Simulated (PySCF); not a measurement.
**VBr4: bond length varied**

The complex VBr4 (charge 0) contains V(IV), shell d1. The structure is a model geometry with rigid ligands and bond lengths from ionic radii, not a minimum; coordination tetrahedral, point group Td, metal–donor distances 2.32 Å.

The d shell alone is too small an active space for VBr4 (charge transfer from the heavy halide to so highly charged an ion is left out): its levels, fitted parameters, g values and moments show what this model gives and aren't sound predictions.

```
5

V     0.000    0.000    0.000
Br    1.339    1.339    1.339
Br   -1.339   -1.339    1.339
Br   -1.339    1.339   -1.339
Br    1.339   -1.339   -1.339
```

Method (PySCF 2.14, density fitting): CASSCF(1,5) with orbitals averaged over all microstates of the shell, strongly contracted NEVPT2 on the averaged canonical orbitals; basis x2c-TZVPall on the metal, x2c-SVPall elsewhere; spin-free X2C; gas phase; spin-orbit coupling by state interaction with the mean-field operator over all roots.

All metal–ligand distances are scaled together.

```csv
bond length,group,ground,next state (NEVPT2) / cm⁻¹,orbital energies above the lowest (NEVPT2 fit) / cm⁻¹,μeff(300 K) / μB
2.134 Å,Td,2E,2T2 10816,0 0 10816 10816 10816,1.75
2.227 Å,Td,2E,2T2 9872,0 0 9872 9872 9872,1.75
2.320 Å,Td,2E,2T2 9155,0 0 9155 9155 9155,1.75
2.413 Å,Td,2E,2T2 8653,0 0 8653 8653 8653,1.75
2.506 Å,Td,2E,2T2 8369,0 0 8369 8369 8369,1.75
```

(1) With what power of the bond length does 10Dq, as fitted to the states, fall?

At 2.134 Å, 2.227 Å, 2.320 Å, 2.413 Å, 2.506 Å the ground state is orbitally degenerate, so the regular structure would distort there (Jahn–Teller).

Charge-transfer states lie outside this active space and may come lower than some of these levels. NEVPT2 lifts 2T2 from 7330 to 9155 cm⁻¹; on the d shell alone such lifts tend to overshoot. NEVPT2 on the d shell alone tends to put d–d bands too high for such charged or covalently bound ions.

Answers

(1) A log–log fit of these points gives 10Dq ∝ R^−1.6; a point-charge model has R^−5 (correlation -0.988).
